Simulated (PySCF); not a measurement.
Mapped SMILES: `[CH3:1][CH2:2][C:3]([CH3:4])=[C:5]=[P:6][CH:7]1[CH2:8][CH2:9]1` (H(Xn): hydrogen on atom n). Ha(C8), Ha(C9) are cis to P6 on the ring; Hb(C8), Hb(C9) are trans to P6 on the ring.

PySCF 2.14 calculation with GFN2-xTB structure and GIAO PBE0/pcSseg-1 shieldings; non-relativistic, no solvent model, fast rotation and ring inversion assumed for equivalent nuclei, a single conformation.

Referencing at the same level of theory: 13C (σ = 186.93 ppm) against TMS.

Q: Do the 13C shifts follow the atomic charges (in e)? Tabulate both.

A: 
```
atoms  hybridisation  δ (ppm)  σ para (ppm)  Hirshfeld    IAO  Mulliken  ESP-fitted
   C5             sp    262.1          -340      -0.09  -0.31     -0.22       -0.10
   C3            sp2    129.0          -209      +0.01  +0.01     -0.38       +0.09
   C2            sp3     33.9           -94      -0.06  -0.25     -0.17       +0.04
   C4            sp3     22.5           -83      -0.11  -0.42     -0.15       -0.51
   C7            sp3     18.1           -77      -0.09  -0.31     -0.48       +0.08
   C1            sp3     16.1           -76      -0.11  -0.41     -0.27       -0.11
C8/C9            sp3      6.4           -77      -0.09  -0.29     -0.19       -0.33
```

Correlation coefficients of δ with charge over these carbons: Hirshfeld +0.28, IAO +0.33, Mulliken +0.01, ESP-fitted +0.24; with the paramagnetic shielding -1.00. Among the 5 sp3 carbons alone: Hirshfeld +0.56, IAO +0.21, Mulliken +0.22, ESP-fitted +0.35. With so few points, grouped by hybridisation, these coefficients are fragile. Charge is one influence among several: hybridisation and low-lying excitations act through the paramagnetic term.

Shifts are as computed. Against solution values, carbons near 30 ppm lie about +3 ppm off and those near 130 ppm about +5 ppm. Of 1211 compounds with measured shifts, 218 miss one by over three times the rms of a fit or turn the order of signals round; such compounds aren't used in these exercises.
